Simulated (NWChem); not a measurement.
C2H5FSi; SMILES C(=C/[SiH3])/F

Task: Give the equilibrium geometry at PBE0/def2-SVP (NWChem) as a Z-matrix, with the point group.

Result: point group Cs; any orientation.
```
C
C 1 1.3303
F 2 1.3317 1 122.01
H 1 1.0939 2 115.87 3 180.00
H 2 1.0956 1 126.33 4 0.00
Si 1 1.8740 4 120.85 2 180.00
H 6 1.4934 1 108.50 4 0.00
H 6 1.4941 7 108.81 1 121.06
H 6 1.4941 7 108.81 8 117.88
```
